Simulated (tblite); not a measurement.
Input of a run (GFN2-xTB geometry optimisation, gas phase (tblite 0.8.0)), started from a force field or distance geometry:
```
{"job": {"kind": "relax", "xc": "GFN2-xTB", "basis": "xTB"}, "charge": 0, "multiplicity": 2}
C      1.599400     0.117600     0.701800
C      0.090500    -0.063800     0.681500
C     -0.410000    -1.265900    -0.064600
F      0.514200    -1.982600    -0.773700
C     -1.334400    -0.401700    -0.886200
C     -0.642300     0.801600    -0.312900
Cl    -1.814800     1.932800     0.372600
H      2.124000    -0.808900     0.950100
H      1.935000     0.412000    -0.320600
H      1.799200     0.942600     1.413700
H     -0.324800     0.011700     1.720600
H     -1.259700    -0.505400    -1.985700
H     -2.380300    -0.438300    -0.496800
H      0.103400     1.247900    -1.021900
```

Output (eV, eV/Å):
```
step      E/eV     max force
  0    -638.39197    1.955
  1    -638.51222    0.665
  2    -638.55468    0.541
  3    -638.61132    0.518
  4    -638.64620    0.466
  5    -638.67754    0.369
  6    -638.68896    0.253
  7    -638.69534    0.148
  8    -638.69914    0.163
  9    -638.70313    0.156
 10    -638.70691    0.145
 11    -638.71022    0.147
 12    -638.71267    0.106
 13    -638.71440    0.095
 14    -638.71583    0.082
 15    -638.71731    0.110
 16    -638.71883    0.110
 17    -638.72005    0.084
 18    -638.72085    0.062
 19    -638.72151    0.080
 20    -638.72231    0.100
 21    -638.72333    0.100
 22    -638.72434    0.080
 23    -638.72507    0.073
 24    -638.72560    0.067
 25    -638.72616    0.084
 26    -638.72678    0.071
 27    -638.72739    0.067
 28    -638.72801    0.070
 29    -638.72876    0.078
 30    -638.72980    0.092
 31    -638.73113    0.092
 32    -638.73241    0.085
 33    -638.73341    0.082
 34    -638.73446    0.084
 35    -638.73583    0.101
 36    -638.73728    0.095
 37    -638.73842    0.089
 38    -638.73904    0.112
 39    -638.73966    0.083
 40    -638.74020    0.064
 41    -638.74082    0.033
 42    -638.74098    0.032
 43    -638.74109    0.025
 44    -638.74119    0.020
 45    -638.74130    0.024
 46    -638.74137    0.020
 47    -638.74144    0.018
 48    -638.74150    0.023
 49    -638.74157    0.021
 50    -638.74164    0.026
 51    -638.74170    0.024
 52    -638.74175    0.020
 53    -638.74179    0.022
 54    -638.74183    0.017
 55    -638.74187    0.015
 56    -638.74189    0.013
 57    -638.74191    0.013
 58    -638.74193    0.014
 59    -638.74196    0.011
 60    -638.74197    0.010
 61    -638.74199    0.012
 62    -638.74201    0.010
 63    -638.74203    0.009
```

Problem. Summarise the run.

Solution. The energy falls by 33.8 kJ/mol over 63 L-BFGS steps, the largest force on an atom goes from 1.95 to 0.009 eV/Å, and the atoms move by 0.206 Å rms after alignment. The bond that changes most is C2–C6 (ends: carbon bonded to 3 C and H; carbon bonded to 2 C, Cl and H), which lengthens by 0.040 Å. Bonds longer at the end by more than 0.005 Å: 3 of 14; shorter: 9. Among the angles that change most is Cl7–C6–H14, from 115.6° to 107.2°. Among the dihedrals that turn most is H8–C1–C2–C6, from -148° to -173°. The energy never rose by more than 1e-5 eV on the way. The first step brought 34 % of the lowering.

Problem. What are the final bond lengths?

Solution. C1–C2 1.521 Å, C2–C3 1.505 Å, C3–F4 1.348 Å, C3–C5 1.498 Å, C5–C6 1.539 Å, C6–Cl7 1.774 Å, C2–C6 1.548 Å, C1–H8 1.087 Å, C1–H9 1.088 Å, C1–H10 1.087 Å, C2–H11 1.094 Å, C5–H12 1.091 Å, C5–H13 1.090 Å, C6–H14 1.089 Å. Numbering counts from 1 in the input's order; the species is `C[C@@H]1[C](F)C[C@H]1Cl` [radical].

Its GFN2-xTB frequencies are all real (lowest 50 cm⁻¹). 3 starts were optimised and ended at 0.00, 0.31 and 0.32 kcal/mol (GFN2-xTB); the lowest of these is shown.

These are computed values.
